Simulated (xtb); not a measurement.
SbCl3, SMILES [Cl][Sb]([Cl])[Cl]. All values are semi-empirical tight-binding results from xtb (GFN2-xTB unless named), good for trends rather than for accurate numbers. The structure is a stationary point at GFN2-xTB. The isomer is the one that the SMILES or the coordinates give; other isomers of the formula were not compared.

For metal compounds this method's bond lengths and energies can be far off.

```
Quantity                                       Result
-------------------------------------  --------------
point group as xtb finds it                       C3v
orbital gap                                   4.37 eV
zero-point energy                        1.8 kcal/mol
G − E(el) at 298.15 K (modified RRHO)  -18.4 kcal/mol
```
